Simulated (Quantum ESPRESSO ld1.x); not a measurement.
Results of a calculation; reference values are marked as such.
These are the eigenvalues of the occupied orbitals of an atom or ion with whole-number occupations (hartree). Code: ld1.x of Quantum ESPRESSO 7.5. Model: scalar-relativistic Kohn-Sham, LDA (Slater exchange, VWN5 correlation), spin-polarised, spherical densities, point nucleus.

orbital  eigenvalue
1s down    -2397.52
1s up      -2397.52
2s up      -410.296
2s down    -410.294
2p up      -360.434
2p down    -360.433
3s up      -93.6809
3s down    -93.6806
3p up      -78.7877
3p down    -78.7873
3d up      -61.1310
3d down    -61.1303
4s up      -19.0718
4s down    -19.0710
4p up      -14.1838
4p down    -14.1829
4d up      -7.86749
4d down    -7.86629
5s up      -2.75406
5s down    -2.74119
5p up      -1.59432
5p down    -1.57700
4f up      -0.90698
4f down    -0.90338
6s up      -0.38783
6s down    -0.37146
5d up      -0.34747
7d up      -0.02176

Which element is it, and in what charge state? The configuration may be excited. Open shells, if any, are filled with parallel spins first.

Answer. Z = 72, hafnium, charge 0: Hf in [Xe] 4f14 5d1 6s2 7d1. The list shows which subshells hold electrons but not how many an open one holds; the 1s level, -2397.5 hartree, gives Z - s = 69.2 by -(Z - s)^2/2, which with screening and relativity narrows Z to a few neighbours, and the depths of the outer levels then fix element, charge and occupations together.
